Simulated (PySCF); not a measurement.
Start geometry of `BrB(Br)Br` from GFN2-xTB (Å):
```
atom  x, y, z in Å
Br1    1.8650   -0.3829   -0.3004
B2    -0.0029   -0.0034   -0.2257
Br3   -0.6701    1.6833   -0.7474
Br4   -1.1539   -1.3224    0.3688
```

Problem. What comes out of this run: PySCF, PBE0-D3(BJ)/def2-SVP geometry optimisation, gas phase?

Solution. 
```
atom  x, y, z in Å
Br1    1.836   -0.359   -0.253
B2    -0.042   -0.081   -0.270
Br3   -0.751    1.565   -0.895
Br4   -1.210   -1.451    0.335
```

The energy falls by 3.2 kJ/mol over 7 energy and gradient evaluations, the largest force component goes from 0.0156 to 5.5e-05 Eh/bohr, and the atoms move by 0.028 Å rms after alignment. The bond that changes most is B2–Br4 (ends: three-coordinate boron; bromine bonded to B), which lengthens by 0.050 Å. Bonds longer at the end by more than 0.005 Å: 2 of 3; shorter: 1. Rotational constants go from 1239, 1175, 603.1 to 1185, 1183, 592.0 MHz. The orientation of the end geometry is arbitrary; only internal coordinates are fixed.

The run used 110 basis functions and 45 SCF cycles in all.

No PBE0-D3(BJ)/def2-SVP frequencies stand behind this structure, so it isn't proved a minimum.
